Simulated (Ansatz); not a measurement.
One change: `[AlH2][O][SiH2]Br` becomes `[AlH2][O][SiH3]`.

Ansatz, PBE0-D4/def2-TZVP geometries, multiplicity 1. Each molecule was computed in one conformer, which needn't be the lowest.

Scalar relativity is left out up to krypton. Spin–orbit coupling is left out; it splits and shifts lone-pair levels of the heavy atoms by tenths of an eV.

```json
{"property": "size of the dipole moment (PBE/def2-TZVPP) / D", "`[AlH2][O][SiH2]Br`": "1.58"}
{"property": "HOMO–LUMO gap (PBE/def2-TZVPP) / eV", "`[AlH2][O][SiH2]Br`": "4.79"}
{"property": "HOMO energy (ωB97M-V/def2-TZVPP) / eV", "`[AlH2][O][SiH2]Br`": "-10.46"}
{"property": "LUMO energy (ωB97M-V/def2-TZVPP) / eV", "`[AlH2][O][SiH2]Br`": "0.21"}
{"property": "LUMO energy (PBE/def2-TZVPP) / eV", "`[AlH2][O][SiH2]Br`": "-2.17"}
{"property": "size of the dipole moment (B3LYP/def2-TZVPP) / D", "`[AlH2][O][SiH2]Br`": "1.66"}
```

Question: What does the change do to each property? (Estimate.)

Answer: Ansatz gave: 
```tsv
property	`[AlH2][O][SiH3]`	shift
size of the dipole moment (PBE/def2-TZVPP) / D	0.41	-1.17
HOMO–LUMO gap (PBE/def2-TZVPP) / eV	4.94	0.15
HOMO energy (ωB97M-V/def2-TZVPP) / eV	-10.48	-0.02
LUMO energy (ωB97M-V/def2-TZVPP) / eV	0.40	0.19
LUMO energy (PBE/def2-TZVPP) / eV	-1.97	0.20
size of the dipole moment (B3LYP/def2-TZVPP) / D	0.42	-1.24
```

Dipoles are sizes alone; their direction can turn.

B3LYP here is the variant with VWN-RPA as its local correlation; programs differ in this.
